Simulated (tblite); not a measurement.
Compound: C3H6F2GeS.
Numbering: `[CH3:1][S:2]/[CH:3]=[C:4](/[F:5])[GeH2:6][F:7]` (hydrogens: H8, H9, H10 on C1; H11 on C3; H12, H13 on Ge6)

Computed with GFN2-xTB (tblite), gas phase: L-BFGS steps from a force-field or distance-geometry start until the largest atomic force falls under 0.01 eV/Å.

Step 69: E = -656.3065 eV
```
atom  x, y, z in Å  |  force x, y, z in eV/Å
C1      2.3786   -0.0673   -0.0875    0.020  -0.033   0.009
S2      0.9181    0.0330   -1.1810    0.002  -0.016  -0.005
C3     -0.0273    1.2082   -0.2747   -0.005  -0.043   0.028
C4     -1.1671    0.7936    0.2546   -0.014  -0.039   0.010
F5     -1.9695    1.6551    0.9215    0.009   0.008  -0.032
Ge6    -1.8821   -1.0409    0.2079    0.075   0.016  -0.001
F7     -2.6566   -1.2276   -1.3356   -0.029   0.015  -0.062
H8      2.6924    0.9354    0.1889   -0.003  -0.043  -0.036
H9      3.1580   -0.5641   -0.6604   -0.058   0.044   0.084
H10     2.1269   -0.6503    0.7985    0.037   0.079  -0.094
H11     0.3426    2.2222   -0.2256    0.026  -0.005   0.032
H12    -0.8875   -2.1647    0.2109   -0.024   0.053   0.029
H13    -3.0307   -1.1321    1.1644   -0.036  -0.035   0.038
```

Step 70: E = -656.3085 eV
```
atom  x, y, z in Å  |  force x, y, z in eV/Å
C1      2.3885   -0.0643   -0.0920   -0.002  -0.029   0.011
S2      0.9093    0.0108   -1.1619    0.011  -0.011  -0.031
C3     -0.0267    1.1975   -0.2638   -0.010  -0.043   0.010
C4     -1.1747    0.7956    0.2586   -0.017  -0.037   0.021
F5     -1.9746    1.6675    0.9152    0.010  -0.005  -0.039
Ge6    -1.8961   -1.0379    0.2085    0.097   0.005   0.010
F7     -2.6494   -1.2247   -1.3474   -0.026   0.014  -0.030
H8      2.6831    0.9420    0.1909    0.006  -0.030  -0.053
H9      3.1690   -0.5404   -0.6795   -0.036   0.039   0.080
H10     2.1601   -0.6582    0.7917    0.038   0.055  -0.065
H11     0.3548    2.2077   -0.2232    0.010  -0.008   0.054
H12    -0.8955   -2.1601    0.2257   -0.057   0.075   0.026
H13    -3.0520   -1.1353    1.1593   -0.024  -0.025   0.005
```

Step 71: E = -656.3099 eV
```
atom  x, y, z in Å  |  force x, y, z in eV/Å
C1      2.4047   -0.0600   -0.0994    0.018  -0.041   0.007
S2      0.9017   -0.0128   -1.1403    0.045  -0.024  -0.021
C3     -0.0255    1.1833   -0.2491   -0.024  -0.039   0.008
C4     -1.1850    0.7956    0.2607    0.015  -0.013   0.019
F5     -1.9830    1.6793    0.9038    0.009  -0.013  -0.042
Ge6    -1.9151   -1.0339    0.2092    0.050  -0.020   0.024
F7     -2.6442   -1.2263   -1.3621   -0.001   0.012   0.024
H8      2.6711    0.9520    0.1941    0.003  -0.065  -0.057
H9      3.1909   -0.5018   -0.7087   -0.077   0.059   0.105
H10     2.2129   -0.6762    0.7792    0.036   0.089  -0.099
H11     0.3691    2.1893   -0.2106   -0.013  -0.025   0.067
H12    -0.9145   -2.1581    0.2582   -0.078   0.092   0.008
H13    -3.0874   -1.1298    1.1470    0.017  -0.011  -0.042
```

Step 72: E = -656.3107 eV
```
atom  x, y, z in Å  |  force x, y, z in eV/Å
C1      2.4079   -0.0584   -0.1023   -0.048   0.003  -0.020
S2      0.8976   -0.0245   -1.1281    0.009  -0.021  -0.051
C3     -0.0251    1.1758   -0.2402   -0.005  -0.025  -0.022
C4     -1.1914    0.7967    0.2609    0.020   0.004   0.022
F5     -1.9876    1.6899    0.8920   -0.009  -0.019  -0.026
Ge6    -1.9209   -1.0320    0.2070   -0.011  -0.008   0.029
F7     -2.6452   -1.2175   -1.3713    0.025   0.000   0.077
H8      2.6713    0.9495    0.1930    0.019   0.083  -0.043
H9      3.1874   -0.4911   -0.7153    0.082  -0.024  -0.022
H10     2.2327   -0.6736    0.7727   -0.016  -0.037   0.067
H11     0.3778    2.1789   -0.2048   -0.033  -0.031   0.081
H12    -0.9154   -2.1486    0.2718   -0.063   0.065  -0.019
H13    -3.0933   -1.1447    1.1467    0.030   0.010  -0.073
```

Task: Estimate the geometry and energy of step 73. (The exact step hangs on the optimiser's Hessian estimate; all steps are aligned on step 72, rigid shifts and turns removed.)

Result: E = -656.3122 eV, largest force 0.089 eV/Å
```
atom  x, y, z in Å  |  force x, y, z in eV/Å
C1      2.4168   -0.0561   -0.1067    0.003  -0.006  -0.009
S2      0.8980   -0.0294   -1.1231    0.031  -0.029  -0.020
C3     -0.0239    1.1713   -0.2349   -0.001  -0.030  -0.009
C4     -1.1943    0.7947    0.2595    0.030  -0.001   0.017
F5     -1.9916    1.6890    0.8877   -0.007  -0.012  -0.025
Ge6    -1.9298   -1.0314    0.2078   -0.037  -0.003   0.033
F7     -2.6445   -1.2286   -1.3738    0.031   0.004   0.074
H8      2.6666    0.9557    0.1951    0.006   0.003  -0.042
H9      3.2021   -0.4707   -0.7301    0.002   0.012   0.029
H10     2.2581   -0.6856    0.7652   -0.009   0.034  -0.017
H11     0.3830    2.1729   -0.1912   -0.038  -0.042   0.068
H12    -0.9313   -2.1529    0.2902   -0.057   0.065  -0.022
H13    -3.1135   -1.1285    1.1364    0.045   0.005  -0.075
```

The energy changes by -0.0015 eV. The first-order estimate −F·Δx gives -0.0022 eV and the mean of the old and new forces, exact on a quadratic surface, -0.0015 eV. The step makes an angle of 82° with the force vector and moves no atom by more than 0.029 Å.

The cost below is that of the whole relaxation. Hardware: an Arm Neoverse V1 with one thread, on a shared host. Cost: 1.0 s of wall time.
